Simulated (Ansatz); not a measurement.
An input meant for TiCl2O2H2⁺, that is Ti(OH)2Cl2 with one electron fewer (charge 1, doublet; with a point charge).

```yaml
crystal:
  periodic: [false, false, false]
  atoms:
    - {symbol: Ti, position_ang: [-0.258500, 0.016624, -0.276985]}
    - {symbol: O, position_ang: [0.009893, -0.083136, 1.454768]}
    - {symbol: H, position_ang: [-0.469506, -0.142611, 2.290594]}
    - {symbol: O, position_ang: [1.309855, 0.070087, -1.085122]}
    - {symbol: H, position_ang: [2.210779, 0.052356, -0.734972]}
    - {symbol: Cl, position_ang: [-1.408974, 1.844953, -0.720380]}
    - {symbol: Cl, position_ang: [-1.393546, -1.758274, -0.927913]}
basis:
  gaussian: {orbitals: 6-31G, point_charges: [{charge: -1.00, position_ang: [5.084, 0.136, 0.039]}]}
total_charge: 1
magnetization: {spin_polarized: true, initial_magnetization: 1}
hamiltonian: {xc: {name: HF}}
correlation: {method: mp2, frozen_orbitals: {Ti: 0}}
scf: {omitted_lower_state_checks: [starts]}
```

```sh
$ ansatz run in.yaml --threads 4 --pin off --events-out ev --progress --plain --max-ram 3916MiB
```

It prints (some lines left out):

```
Functional definition: HF
  name "HF"
  cite "Fock, Z. Phys. 61, 126 (1930) doi:10.1007/BF01340294"
  parent pbe
  exchange = exact_x
  correlation = 0
these checks for a lower state are left out or cut short: starts
Error: "frozen_orbitals" has no count for O
```

**Question.** What is wrong with this run?

**Answer.** Frozen orbitals are typed for one element alone, and the program wants a count for each (the count typed has to fit that element's core, too). The program refused the input.
